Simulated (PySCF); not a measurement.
C2H5BCl2O2S.
Atom-mapped SMILES: `[CH3:1][S:2](=[O:3])(=[O:4])[CH2:5][B:6]([Cl:7])[Cl:8]` (hydrogens: H9, H10, H11 on C1; H12, H13 on C5)

A GFN2-xTB structure was refined with PBE0-D3(BJ)/def2-SVP geometry optimisation, gas phase in PySCF 2.14.0. Its GFN2-xTB values:

```
  coordinate  GFN2-xTB
       C1–S2   1.811 Å
       C1–H9   1.082 Å
       S2=O3   1.433 Å
       S2–C5   1.844 Å
       C5–B6   1.578 Å
      C5–H12   1.086 Å
      B6–Cl7   1.700 Å
      B6–Cl8   1.716 Å
    C1–S2–O3    108.7°
    C1–S2–C5    104.3°
    S2–C5–B6    103.6°
    O3–S2–O4    117.9°
    O3–S2–C5    108.9°
   C5–B6–Cl7    121.4°
   C5–B6–Cl8    118.5°
  Cl7–B6–Cl8    119.9°
 C1–S2–C5–B6      -92°
S2–C5–B6–Cl7     -100°
```

Question: How do these coordinates change at the PBE0-D3(BJ)/def2-SVP level?

Answer: 
```
  coordinate  PBE0-D3(BJ)/def2-SVP (Å or °)  change
      B6–Cl7                          1.738  +0.038
       S2–C5                          1.807  -0.037
      B6–Cl8                          1.753  +0.037
       C1–S2                          1.781  -0.030
       S2=O3                          1.457  +0.024
       C1–H9                          1.096  +0.014
      C5–H12                          1.100  +0.014
       C5–B6                          1.573  -0.005
    S2–C5–B6                          109.6    +6.0
    O3–S2–O4                          120.7    +2.8
   C5–B6–Cl8                          120.2    +1.7
    C1–S2–O3                          107.4    -1.3
  Cl7–B6–Cl8                          119.0    -0.9
    C1–S2–C5                          105.3    +1.0
    O3–S2–C5                          108.0    -0.9
   C5–B6–Cl7                          120.8    -0.6
 C1–S2–C5–B6                            -85      +7
S2–C5–B6–Cl7                           -106      -6
```

The energy falls by 0.187 eV over 13 energy and gradient evaluations, the largest force component goes from 0.0344 to 4.0e-04 Eh/bohr, and the atoms move by 0.155 Å rms after alignment. Among the bonds, S2–C5, B6–Cl7 and B6–Cl8 change most and about equally (-0.037 to +0.038 Å). Bonds longer at the end by more than 0.005 Å: 9 of 12; shorter: 2. Among the dihedrals that turn most is H13–C5–B6–Cl7, from 144° to 133°. Rotational constants go from 1883, 882.0, 697.9 to 1859, 819.2, 654.3 MHz.

The run used 149 basis functions and 89 SCF cycles in all.

Stationary, but not proved a minimum. The numbers are those of one conformer.
